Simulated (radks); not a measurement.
The numbers below are computed, except where a source is named.
Question: The xenon ion Xe13+, [Kr] 4d5. Code: a radial shooting solver on a logarithmic mesh with Libxc functionals. Model: non-relativistic Kohn-Sham, LDA (Slater exchange, Perdew-Wang correlation), spin-polarised, spherical densities, point nucleus. Every spin shell is full or empty, so the densities are truly spherical. Functionals are evaluated on that one density, not self-consistently. Rank these exchange functionals by their error against the exact value of the orbitals, and give that value: LDA, PW91, PW86, WC, AM05, revTPSS, r2SCAN, Tao-Mo, TASK.

Answer: Exact: -170.335 hartree. From best to worst, with 100 (|E| - |E exact|)/|E exact| (equal figures are ties): PW91 -0.07, r2SCAN -0.14, PW86 -0.27, Tao-Mo -0.85, WC -0.93, revTPSS -0.96, TASK -2.17, AM05 -4.56, LDA -4.93.
